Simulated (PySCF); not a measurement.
Start geometry of `C#C/C=C/Cc1ccccc1F` from GFN2-xTB (Å):
```
atom  x, y, z in Å
C1     4.897    0.333   -0.017
C2     3.841   -0.182    0.232
C3     2.609   -0.792    0.545
C4     1.539   -0.728   -0.245
C5     0.229   -1.376    0.068
C6    -0.894   -0.371    0.110
C7    -0.742    0.852    0.753
C8    -1.781    1.763    0.810
C9    -3.001    1.470    0.223
C10   -3.178    0.262   -0.428
C11   -2.126   -0.633   -0.475
F12   -2.316   -1.810   -1.117
H13    5.817    0.783   -0.242
H14    2.580   -1.335    1.483
H15    1.585   -0.179   -1.176
H16    0.287   -1.885    1.035
H17    0.005   -2.127   -0.694
H18    0.208    1.084    1.211
H19   -1.639    2.705    1.317
H20   -3.814    2.177    0.271
H21   -4.114    0.004   -0.899
```

Task: What comes out of this run: PBE0-D3(BJ)/def2-SVP geometry optimisation, gas phase (PySCF)?

Result: 
```
atom  x, y, z in Å
C1     4.8504    0.1150    0.3215
C2     3.7698   -0.3846    0.5607
C3     2.5133   -0.9754    0.8679
C4     1.4330   -0.9062    0.0712
C5     0.1117   -1.5257    0.3864
C6    -1.0095   -0.5165    0.4595
C7    -0.8659    0.7053    1.1255
C8    -1.9141    1.6195    1.2003
C9    -3.1380    1.3254    0.6003
C10   -3.3082    0.1186   -0.0729
C11   -2.2471   -0.7758   -0.1321
F12   -2.4226   -1.9299   -0.7833
H13    5.8044    0.5574    0.1025
H14    2.4467   -1.5202    1.8184
H15    1.5055   -0.3531   -0.8720
H16    0.1772   -2.0767    1.3404
H17   -0.1406   -2.2713   -0.3845
H18    0.0974    0.9372    1.5876
H19   -1.7742    2.5659    1.7267
H20   -3.9650    2.0369    0.6527
H21   -4.2497   -0.1467   -0.5573
```

The energy falls by 7.7 kJ/mol over 5 energy and gradient evaluations, the largest force component goes from 0.0186 to 1.7e-04 Eh/bohr, and the atoms move by 0.042 Å rms after alignment. The bond that changes most is C1–H13 (terminal alkyne carbon to alkyne hydrogen), which lengthens by 0.025 Å. Bonds longer at the end by more than 0.005 Å: 18 of 21; shorter: 1. Rotational constants go from 2018, 450.9, 382.3 to 2015, 443.1, 376.5 MHz. The orientation of the end geometry is arbitrary; only internal coordinates are fixed.

The run used 213 basis functions and 39 SCF cycles in all. The run took about 5 min of CPU time (one thread, shared machine).

Not checked by PBE0-D3(BJ)/def2-SVP frequencies. One conformer, not necessarily the lowest.
